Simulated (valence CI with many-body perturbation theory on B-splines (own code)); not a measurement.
E1 transitions of W67+

Computed by relativistic CI+MBPT: five valence electrons over a frozen Dirac-Fock core [He], a basis of 11 s, 11 p, 10 d, 8 f, 5 g, 2 h functions for each j, with the one-electron correlation potential Σ1, the two-electron term Σ2, the three-electron term Σ3, Breit, model QED; selected CI, second order for the rest, scaled by the run's own slope (own B-spline code, finite nucleus).

The last digits are not significant, and no measured levels were compared; by estimate large intervals hold to a few tenths of a per cent, small ones and those within an open d or f shell to about a per cent. Among the levels kept, up to 7500 cm⁻¹ of a level comes from second order outside the variational space, and about a tenth of that is noise between levels of different J, which matters for small intervals.

Lines 151 to 200 of 600 in falling wavelength, among levels below 12964 eV, chosen from the strongest by gf and those to the six lowest levels. Wavelengths and rates use the calculated energies. Electric multipoles are in the length gauge, E1 and E2 with the static RPA response of the core. Weak lines are less certain than strong ones. Lines between different terms over intervals too small for the method are left out, as are lines whose strength nearly cancels. The highest levels of a list are the least certain.

Levels are named by their leading jj configuration (3d3/2^4 stands for four electrons in 3d with j = 3/2), which in mixed levels can hold well under half, so a name can repeat and another be missing. Letters in brackets count levels of one name in rising energy.

```csv
λ vac (Å),Upper,Lower,A (s⁻¹),log gf,Branch %
23.35,(2s 2p1/2^2 2p3/2 3p3/2) J=3/2 [b],(2s 2p1/2^2 2p3/2 3s) J=3/2 [b],6.62e+11,-0.66,0.3
23.34,(2s 2p1/2 2p3/2^2 3d3/2) J=1/2 [b],(2s 2p1/2 2p3/2^2 3p1/2) J=1/2 [b],5.06e+11,-1.08,0.1
23.25,(2s 2p1/2 2p3/2^2 3d3/2) J=5/2 [b],(2s 2p1/2 2p3/2^2 3p1/2) J=7/2,3.07e+11,-0.83,0.0
23.25,(2s 2p1/2^2 2p3/2 3p3/2) J=3/2 [a],(2s 2p1/2^2 2p3/2 3s) J=5/2,3.23e+11,-0.98,0.1
23.22,(2s^2 2p1/2 2p3/2 3d3/2) J=5/2 [b],(2s^2 2p1/2 2p3/2 3p1/2) J=5/2,3.87e+11,-0.73,0.0
23.18,(2s 2p1/2 2p3/2^2 3p3/2) J=5/2 [b],(2s 2p1/2 2p3/2^2 3s) J=5/2 [b],1.06e+12,-0.29,0.2
23.04,(2s 2p1/2 2p3/2^2 3p3/2) J=5/2 [e],(2s 2p1/2 2p3/2^2 3s) J=3/2 [b],3.54e+11,-0.77,0.7
23.03,(2s 2p1/2 2p3/2^2 3d3/2) J=5/2 [e],(2s 2p1/2 2p3/2^2 3p1/2) J=5/2 [c],3.43e+11,-0.79,0.0
23.01,(2s^2 2p1/2 2p3/2 3p3/2) J=5/2 [b],(2s^2 2p1/2 2p3/2 3s) J=3/2 [b],8.22e+11,-0.41,20.1
22.93,(2s 2p1/2^2 2p3/2 3p3/2) J=3/2 [b],(2s 2p1/2^2 2p3/2 3s) J=1/2,8.89e+11,-0.55,0.4
22.72,(2s 2p1/2^2 2p3/2 3p3/2) J=1/2 [b],(2s 2p1/2^2 2p3/2 3s) J=1/2,1.26e+12,-0.71,4.3
22.72,(2s^2 2p1/2 2p3/2 3p3/2) J=5/2 [b],(2s^2 2p1/2 2p3/2 3s) J=5/2,8.68e+11,-0.39,21.2
22.66,(2s^2 2p1/2 2p3/2 3p3/2) J=3/2 [b],(2s^2 2p1/2 2p3/2 3s) J=1/2,4.63e+11,-0.85,10.7
22.48,(2s 2p1/2^2 2p3/2 3p3/2) J=5/2 [a],(2s 2p1/2^2 2p3/2 3s) J=5/2,9.05e+11,-0.39,0.3
22.35,(2s 2p1/2 2p3/2^2 3p3/2) J=1/2 [d],(2s 2p1/2 2p3/2^2 3s) J=3/2 [d],7.62e+11,-0.94,0.4
22.27,(2s 2p1/2 2p3/2^2 3p3/2) J=3/2 [f],(2s 2p1/2 2p3/2^2 3s) J=3/2 [d],4.28e+11,-0.89,0.2
22.25,(2p1/2^2 2p3/2^2 3p3/2) J=3/2,(2p1/2^2 2p3/2^2 3s) J=3/2,1.13e+12,-0.48,0.3
22.24,(2s^2 2p1/2 2p3/2 3p3/2) J=3/2 [b],(2s^2 2p1/2 2p3/2 3s) J=3/2 [a],5.07e+11,-0.82,11.7
22.20,(2s^2 2p3/2^2 3p3/2) J=3/2 [a],(2s^2 2p3/2^2 3s) J=3/2,1.33e+12,-0.41,11.2
22.15,(2s 2p1/2 2p3/2^2 3p3/2) J=3/2 [f],(2s 2p1/2 2p3/2^2 3s) J=3/2 [c],6.67e+11,-0.71,0.4
22.05,(2s^2 2p1/2 2p3/2 3p3/2) J=1/2 [b],(2s^2 2p1/2 2p3/2 3s) J=3/2 [b],1.60e+12,-0.63,21.9
22.03,(2s 2p1/2 2p3/2^2 3p3/2) J=5/2 [b],(2s 2p1/2 2p3/2^2 3s) J=7/2,4.75e+11,-0.68,0.1
21.94,(2s 2p1/2 2p3/2^2 3p3/2) J=1/2 [d],(2s 2p1/2 2p3/2^2 3s) J=1/2 [b],8.14e+11,-0.93,0.4
21.80,(2p1/2^2 2p3/2^2 3p3/2) J=3/2,(2p1/2^2 2p3/2^2 3s) J=5/2,3.06e+11,-1.06,0.1
21.78,(2s^2 2p3/2^2 3p3/2) J=3/2 [a],(2s^2 2p3/2^2 3s) J=5/2,3.55e+11,-1.00,3.0
20.35,(2s 2p1/2 2p3/2^2 3p3/2) J=5/2 [e],(2s 2p1/2 2p3/2^2 3s) J=5/2 [b],2.27e+11,-1.07,0.4
7.372,(2s 2p1/2 2p3/2^2 3d5/2) J=9/2 [a],(2s^2 2p1/2 2p3/2 3d5/2) J=7/2 [a],2.42e+12,-0.71,72.5
7.365,(2s 2p1/2 2p3/2^2 3p3/2) J=7/2 [a],(2s^2 2p1/2 2p3/2 3p3/2) J=5/2 [a],2.57e+12,-0.78,7.9
7.359,(2s 2p1/2 2p3/2^2 3d5/2) J=9/2 [b],(2s^2 2p1/2 2p3/2 3d5/2) J=7/2 [b],1.49e+12,-0.92,22.9
7.357,(2s 2p1/2 2p3/2^2 3s) J=5/2 [a],(2s^2 2p1/2 2p3/2 3s) J=3/2 [a],2.93e+12,-0.85,4.0
7.354,(2s 2p1/2 2p3/2^2 3p3/2) J=7/2 [b],(2s^2 2p1/2 2p3/2 3p3/2) J=5/2 [b],2.27e+12,-0.83,1.2
7.330,(2s 2p1/2 2p3/2^2 3d3/2) J=5/2 [a],(2s^2 2p1/2 2p3/2 3d3/2) J=3/2 [a],1.86e+12,-1.05,0.7
7.312,(2s 2p1/2 2p3/2^2 3p1/2) J=5/2 [a],(2s^2 2p1/2 2p3/2 3p1/2) J=3/2 [a],2.77e+12,-0.88,0.8
7.299,(2s 2p1/2 2p3/2^2 3d3/2) J=7/2 [a],(2s^2 2p1/2 2p3/2 3d3/2) J=5/2 [a],2.18e+12,-0.86,0.4
7.264,(2s 2p1/2 2p3/2^2 3d5/2) J=11/2,(2s^2 2p1/2 2p3/2 3d5/2) J=9/2,2.46e+12,-0.63,96.1
7.256,(2s 2p1/2 2p3/2^2 3s) J=7/2,(2s^2 2p1/2 2p3/2 3s) J=5/2,2.89e+12,-0.74,3.1
7.251,(2s 2p1/2 2p3/2^2 3d3/2) J=5/2 [b],(2s^2 2p1/2 2p3/2 3d3/2) J=3/2 [b],1.96e+12,-1.03,0.1
7.248,(2s 2p1/2 2p3/2^2 3d3/2) J=7/2 [b],(2s^2 2p1/2 2p3/2 3d3/2) J=5/2 [b],2.06e+12,-0.89,0.2
7.243,(2s 2p1/2 2p3/2^2 3p1/2) J=5/2 [b],(2s^2 2p1/2 2p3/2 3p1/2) J=3/2 [b],2.59e+12,-0.91,0.9
7.237,(2s 2p1/2 2p3/2^2 3p3/2) J=9/2,(2s^2 2p1/2 2p3/2 3p3/2) J=7/2,2.53e+12,-0.70,42.5
7.226,(2s 2p1/2 2p3/2^2 3d3/2) J=9/2,(2s^2 2p1/2 2p3/2 3d3/2) J=7/2,2.46e+12,-0.71,26.9
7.224,(2s 2p1/2 2p3/2^2 3p1/2) J=7/2,(2s^2 2p1/2 2p3/2 3p1/2) J=5/2,2.77e+12,-0.76,0.6
7.150,(2s 2p1/2^2 2p3/2^2) J=5/2,(2s^2 2p1/2^2 2p3/2) J=3/2,2.90e+12,-0.88,98.2
7.148,(2p1/2^2 2p3/2^2 3p3/2) J=5/2,(2s 2p1/2^2 2p3/2 3p3/2) J=3/2 [b],5.01e+12,-0.64,1.3
7.130,(2s 2p1/2 2p3/2^3) J=3/2 [a],(2s^2 2p1/2 2p3/2^2) J=5/2,3.10e+11,-2.02,3.2
7.098,(2p1/2^2 2p3/2^2 3s) J=5/2,(2s 2p1/2^2 2p3/2 3s) J=3/2 [b],7.00e+12,-0.50,7.9
7.076,(2p1/2^2 2p3/2^2 3p3/2) J=7/2,(2s 2p1/2^2 2p3/2 3p3/2) J=5/2 [b],8.75e+12,-0.28,2.3
7.076,(2p1/2^2 2p3/2^2 3p3/2) J=5/2,(2s 2p1/2^2 2p3/2 3p3/2) J=5/2 [b],1.84e+12,-1.08,0.5
7.059,(2p1/2^2 2p3/2^2 3p1/2) J=3/2,(2s 2p1/2^2 2p3/2 3p1/2) J=1/2,7.17e+12,-0.67,0.7
7.057,(2p1/2^2 2p3/2^2 3p1/2) J=5/2,(2s 2p1/2^2 2p3/2 3p1/2) J=3/2 [b],8.35e+12,-0.43,0.8
```

Problem. How does gf follow from A for the line at 22.48 Å?

Solution. gf = 1.4992 × (2J+1)_upper × A / σ², with σ = 4449345 cm⁻¹ and 2J+1 = 6: gf = 0.411.
